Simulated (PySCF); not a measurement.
C₃H₅BO₂, SMILES B(C=O)(C=C)O. Atoms are numbered in the order given.

```xyz
11

C      0.0117     2.5541     0.0000
C      0.7011     1.3972     0.0000
B     -0.0041     0.0165     0.0000
O     -1.3486    -0.1042     0.0000
C      0.7519    -1.4179     0.0000
O      0.0615    -2.4253     0.0000
H     -1.0850     2.5509     0.0000
H      0.5005     3.5356     0.0000
H      1.7990     1.4514     0.0000
H     -1.5590    -1.0599     0.0000
H      1.8728    -1.5245     0.0000
```
Charge 0, spin multiplicity 1.

Geometry: r2SCAN-D4/def2-SVP. The structure was generated by enumeration, and PubChem lists no compound with its InChIKey, so it may never have been made. Other conformers were not sampled.

The numbers are results of PBE/def2-TZVP run with PySCF, not measurements.

Symmetry labels are those of the subgroup Cs that the program uses (full group Cs).

Computed valence orbital energies around the gap with their symmetry:
| orbital | symmetry | energy (eV) |
|---|---|---|
| HOMO−7 | A' | -10.99 |
| HOMO−6 | A" | -10.23 |
| HOMO−5 | A' | -10.12 |
| HOMO−4 | A" | -8.92 |
| HOMO−3 | A' | -8.82 |
| HOMO−2 | A' | -8.23 |
| HOMO−1 | A" | -7.14 |
| HOMO | A' | -5.87 |
| LUMO | A" | -3.58 |
| LUMO+1 | A" | -1.60 |
| LUMO+2 | A' | 0.37 |
| LUMO+3 | A' | 0.85 |
